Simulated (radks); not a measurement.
Trend from Mg to Ar: ionisation energy by Delta-SCF between NIST ground configurations, and size. Method: scalar-relativistic Kohn-Sham, PBE, spin-polarised, spherical densities, finite nucleus; open shells are filled with parallel spins first; Fermi nuclear charge, rms radius of each element as measured or else 0.836 A^(1/3) + 0.57 fm; computed with a radial shooting solver on a logarithmic mesh with Libxc functionals.

species  configuration  IE (eV)  NIST (eV)  kind  -e(HOMO) (eV)  outermost  <r> outermost (bohr)  r at 0.001 e/bohr^3 (bohr)
Mg            [Ne] 3s2    7.623      7.646  exp.     4.705 (3s)         3s                  3.15                        4.52
Al        [Ne] 3s2 3p1    5.954      5.986  exp.     3.010 (3p)         3p                  3.40                        4.54
Si        [Ne] 3s2 3p2    8.264      8.152  exp.     4.621 (3p)         3p                  2.75                        4.41
P         [Ne] 3s2 3p3   10.538     10.487  exp.     6.283 (3p)         3p                  2.33                        4.22
S         [Ne] 3s2 3p4   10.230     10.360  exp.     5.977 (3p)         3p                  2.12                        4.07
Cl        [Ne] 3s2 3p5   13.047     12.968  exp.     8.119 (3p)         3p                  1.86                        3.91
Ar                [Ar]   15.795     15.760  exp.    10.270 (3p)         3p                  1.66                        3.75

Reference values: NIST Atomic Spectra Database (exp. = measured, semi-emp. = semi-empirical, theory = theoretical value adopted there). Open shells are spherical and high-spin; term and fine-structure splittings are not resolved.
